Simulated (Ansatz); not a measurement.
`BNC` + `[F][GeH2][GaH2]` → `[BH2][GaH2]` + `C[NH][GeH2][F]` at 600 K and 1 bar (redistribution).

Program: Ansatz. Geometries: PBE0-D4/def2-TZVP. ΔE: electronic, gas phase. CCSD(T)/CBS adds triple-zeta CCSD(T) − MP2 to the extrapolated MP2 energy (def2 sets, frozen cores). For Ga, Ge outer-core shells are correlated without core-valence functions, which leaves a few kJ/mol of doubt a bond. Scalar relativity is left out up to krypton. One conformer a species, not always the lowest.

| species | CCSD(T)/CBS energy (Eh) | H − E (kJ/mol) | S (J/(mol·K)) |
| --- | --- | --- | --- |
| `BNC` | -121.18426 | 242.2 | 328.7 |
| `[F][GeH2][GaH2]` | -4102.26260 | 132.4 | 411.3 |
| `[BH2][GaH2]` | -1951.07352 | 123.1 | 325.5 |
| `C[NH][GeH2][F]` | -2272.30685 | 246.4 | 414.2 |

H − E and S are ideal-gas, rigid-rotor, harmonic terms from PBE0-D4/def2-TZVP, for one conformer and one mirror image of each species. 1 Eh = 2625.50 kJ/mol, R = 8.31446 J/(mol·K).

By hand: ΔE, ΔH, ΔS and ΔG.

ΔE = (-1951.07352) + (-2272.30685) − (-121.18426) − (-4102.26260) = 0.06649 Eh = 174.6 kJ/mol. Δ(H − E) = 123.1 + 246.4 − 242.2 − 132.4 = -5.1, so ΔH = 169.5 kJ/mol. ΔS = 325.5 + 414.2 − 328.7 − 411.3 = -0.3 J/(mol·K). ΔG = 169.5 − 600 × (-0.3)/1000 = 169.7 kJ/mol.

By hand: the equilibrium constant, and the temperature at which ΔG would vanish if ΔH and ΔS stayed fixed.

log₁₀ K = −ΔG/(RT ln 10) = -14.8. ΔH and −TΔS have one sign here, so there is no such temperature.

The number of gas molecules stays the same, so ΔS is small and ΔH decides. A doubt of 5 kJ/mol in ΔE shifts log₁₀ K by 0.4 here. Other conformers and mirror images would add mixing entropy, several J/(mol·K) or more a flexible species. These are equilibria of isolated gas molecules and say nothing of rates. Largest T1 diagnostic: 0.014 (customary marks: 0.02 for closed shells, 0.045 for open ones).

ΔS is within the doubt of such terms, so its sign, and with it that verdict, could turn.
